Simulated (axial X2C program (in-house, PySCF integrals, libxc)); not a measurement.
# Curves of GdS from open-shell CI on f7 s1

Computed with an in-house all-electron X2C program for linear molecules (integrals from PySCF): two-component X2C with atomic mean-field Coulomb and Gaunt terms, basis Gd dyall-v3z, S dyall-av3z (cores contracted in-house). Orbitals come from Hartree–Fock averaged over the configuration Gd f7 s1; CI then distributes these electrons over the f, s shells of Gd.

Scan along the bond; masses Gd 157.924 u, S 31.972 u. Energies in cm⁻¹ from the lowest point; levels are followed by energy order within each Ω. Lowest level at 2.322 Å: 100% f7 s1.

```tsv
R (Å)	(1)Ω=4	(1)Ω=3	(1)Ω=2	(1)Ω=1	(1)Ω=0	(2)Ω=3	(2)Ω=2
2.159	3189	3190	3190	3191	3191	5716	5723
2.241	786	788	788	789	789	3318	3325
2.322	0	1	2	3	3	2533	2541
2.415	561	562	563	563	564	3099	3106
2.508	2264	2266	2267	2267	2267	4813	4820
2.612	5106	5107	5108	5109	5109	7675	7683
2.740	9454	9456	9457	9458	9458	12070	12078
```

Fit the curves (1)Ω=4, (1)Ω=3, (1)Ω=2, (1)Ω=1, (1)Ω=0, (2)Ω=3, (2)Ω=2 near their minima.

From the open-shell CI curves, Te from the lowest:

```csv
level,Te (cm⁻¹),Re (Å),ωe (cm⁻¹)
(1)Ω=4,0,2.331,473.4
(1)Ω=3,1,2.331,473.4
(1)Ω=2,2,2.331,473.4
(1)Ω=1,3,2.331,473.4
(1)Ω=0,3,2.331,473.4
(2)Ω=3,2534,2.331,474.0
(2)Ω=2,2541,2.331,474.0
```

Without dynamic correlation distances can be off by several hundredths of an Å (long for ionic bonds, short for multiple bonds) and the wavenumbers are rough.

The 7 lowest curves are shown; the next is (2)Ω=1, from 2545 cm⁻¹.

There is no dynamic correlation: spin–orbit spacings and, for f shells, spacings inside one term are the most reliable numbers, splittings between terms come out too wide, and energies between configurations are not reliable, so the lowest level need not be the ground state of the molecule. At most 4 roots were kept for each Ω > 0 (twice that for Ω = 0) within 2.2 eV of the lowest, so higher up levels can be missing between those listed; levels with Ω > 0 are doubly degenerate and listed once, Ω = 0 levels singly.
